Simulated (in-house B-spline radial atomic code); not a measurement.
**How G0W0 and RPA depend on the start: Rb⁷⁺**

Configuration [Ar] 3d10 4s2. Computed with a B-spline radial code for spherical atoms: all electrons, scalar-relativistic (spin-free one-electron X2C), finite nucleus, each spin shell either full or empty, empty states to l = 9 with an (l + 1/2)⁻⁴ tail; G0W0 by contour deformation at full frequency.

| start | mean-field 4s (eV) | G0W0 (eV) | QP weight | RPA correlation (Eh) |
| --- | --- | --- | --- | --- |
| Hartree-Fock | -130.80 | ? | ? | ? |
| LDA VWN5 | -126.03 | -133.63 | 0.968 | -2.3356 |
| PBE | -125.47 | -133.56 | 0.968 | -2.3318 |
| PBE0 | -127.07 | -133.42 | 0.972 | -2.2828 |
| r2SCAN | -125.72 | -133.51 | 0.970 | -2.3011 |
| HSE06 | -126.86 | -133.45 | 0.971 | -2.2866 |
| B3LYP (VWN-RPA) | -127.13 | -133.47 | 0.971 | -2.2937 |
| SCAN | -125.94 | -133.50 | 0.970 | -2.3001 |
| TPSS | -125.29 | -133.57 | 0.968 | -2.3232 |
| BHandHLYP | -128.82 | -133.31 | 0.975 | -2.2385 |
| CAM-B3LYP | -129.05 | -133.40 | 0.974 | -2.2765 |
| LC-wPBE | -130.57 | -133.37 | 0.977 | -2.2818 |
| wB97X | -130.10 | ? | ? | ? |
| PBEsol | -125.47 | -133.58 | 0.968 | -2.333 |
| BLYP | -125.68 | -133.59 | 0.968 | -2.3331 |
| r2SCAN0 | -127.30 | -133.39 | 0.973 | -2.2621 |
| LDA exchange-only | -124.35 | -133.66 | 0.969 | -2.3356 |

(1) What G0W0 level, weight and RPA correlation energy follow from the wB97X start?

(2) What G0W0 level, weight and RPA correlation energy follow from the Hartree-Fock start?

(3) How much of the dependence on the start does G0W0 remove?

## Answers

(1) G0W0 level -133.32 eV, weight 0.976, RPA correlation -2.2696 hartree.

(2) G0W0 level -133.07 eV, weight 0.981, RPA correlation -2.156 hartree.

(3) The mean-field levels span 6.46 eV and the G0W0 levels 0.587 eV. Against 132.79 ± 0.25 eV (NIST, semi-empirical) the G0W0 removal energies are off by +0.28 to +0.87 eV, with spin-orbit coupling, Breit and QED terms left out.
